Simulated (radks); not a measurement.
Problem. All-electron atom: Ar3+ in [Ne] 3s1.5 3p3.5 (fractional occupations, a model configuration). All-electron calculation, Dirac Kohn-Sham, PBEsol, spin-unpolarised, spherical densities, point nucleus; open shells are shared between the two j in proportion to 2j + 1. Program: a radial shooting solver on a logarithmic mesh with Libxc functionals.

Spin-orbit splittings of the eigenvalues, e(l+1/2) - e(l-1/2), with zeta = 2 splitting/(2l+1) and mean radii in bohr:

shell  occ.  splitting (eV)  zeta (eV)  <r> j=l-1/2  <r> j=l+1/2
2p        6               ?          ?       0.3743       0.3766
3p      3.5          0.2505     0.1670        1.390        1.395

Estimate the 2p splitting.

Solution. 2.242 eV (zeta = 1.494 eV).
